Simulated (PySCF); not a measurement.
## Dipole response of V (vanadium, neutral)

[Ar] 3d3 4s2, high-spin 4F determinant. All numbers are calculated (PySCF 2.14, the non-relativistic Hamiltonian (point nucleus), in def2-QZVPPD). Coupled (time-dependent) response in atomic units; α is the mean over directions.

| method | mean α (bohr³) | C₆ (like pair) | S(−4) |
| --- | --- | --- | --- |
| UHF | 132.7 | 1451 | 43490 |
| PBE | 93.25 | 997.6 | 5025 |
| PBE0 | 98.07 | 1070 | 5609 |

S(−4) is the Cauchy moment in α(ω) = α(0) + S(−4) ω² + …

Reference α: 87 ± 10 bohr³ (recommended; Schwerdtfeger and Nagle, table of static dipole polarizabilities (2023 update)). Published C₆: 832.0 (Chu and Dalgarno (2004); Tang, Norbeck and Certain (1976)).

Hartree-Fock lies above the reference because it lacks correlation, which contracts the outer shell.

α(iu) at PBE0:

```csv
u (hartree),α(iu) (bohr³)
0,98.07
0.0500,86.34
0.100,65.15
0.200,34.93
0.300,20.91
0.500,10.33
0.750,5.958
1.00,4.076
1.50,2.377
2.00,1.593
3.00,0.8717
5.00,0.3811
```
